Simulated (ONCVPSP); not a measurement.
## Zr (Z = 40): variants of one ONCV potential

Base potential:

ONCVPSP 4.0.1 input, shortened (lines: element, Z, core and valence counts, functional; n l f; lmax; l rc ep ncon nbas qcut; lloc lpopt rc5 dvloc0; l nproj debl; icmod fcfact rcfact), PBE, fully relativistic:

```
  Zr 40.00    6    4        4      upf
    1    0    2.00
    2    0    2.00
    2    1    6.00
    3    0    2.00
    3    1    6.00
    3    2   10.00
    4    0    2.00
    4    1    6.00
    4    2    2.00
    5    0    2.00
    2
    0    1.80    0.00    4    8    5.10
    1    1.45    0.00    4    8    5.90
    2    2.80    0.00    4    9    5.00
    4    1    1.05    2.00
    0    2    2.70
    1    2    1.70
    2    2    1.40
    3    4.25    1.40
```

Open shells are filled in proportion to 2j + 1.

All-electron outer shells of the reference configuration (PBE, scalar-relativistic, ld1.x):

| shell | level (eV) | outermost node (bohr) | outermost maximum (bohr) |
| --- | --- | --- | --- |
| 3d | -174.71 | – | 0.35 |
| 4s | -54.50 | 0.55 | 1.08 |
| 4p | -32.46 | 0.56 | 1.17 |
| 5s | -4.44 | 1.47 | 3.15 |
| 4d | -3.60 | 0.58 | 1.59 |

Cutoffs, loose and tight: the cutoffs (Ha) at which the residual kinetic energy of the hardest occupied pseudo-wave falls to 1 and 0.1 mHa per electron. They do not see the model core or the augmentation charge, which bear on the density cutoff. Test errors are all-electron minus pseudo excitation energies from the reference, over the configurations 4s2 4p6 4d2 5s1; 4s2 4p6 4d2 5s0; 4s2 4p6 4d1 5s0; 4s2 4p6 4d1 5s2 5p1. A dash means not determined; rows that change the core or the reference have their own tests.

```csv
change,outcome,"cutoff, loose","cutoff, tight",bound ghosts,GHOST(+) flags above zero,largest test error (meV)
base,generated,21 Ha,88 Ha,none,s,+28
"core correction Teter function, fcfact 3.2, rcfact 1.4",generated,21 Ha,88 Ha,none,s,+28
p: nbas 7,generated,30 Ha,65 Ha,none,s,+28
d: qcut 7.5,generated,21 Ha,88 Ha,none,s,+5.7
"reference 4s2 4p6 4d2 5s1.75 5p0.25; wave 4p: rc 1.45 bohr, ncon 4, nbas 8, qcut 5.9 1/bohr, 2 projectors, debl 1.7 Ha becomes 4p+5p: rc 1.45 bohr, ncon 4, nbas 8, qcut 5.9 1/bohr, 2 projectors",generated,21 Ha,88 Ha,none,s,-7.2
"local potential polynomial inside 1.05 bohr (lpopt 1, dvloc0 5.5 Ha)",generated,21 Ha,88 Ha,none,none,+28
```
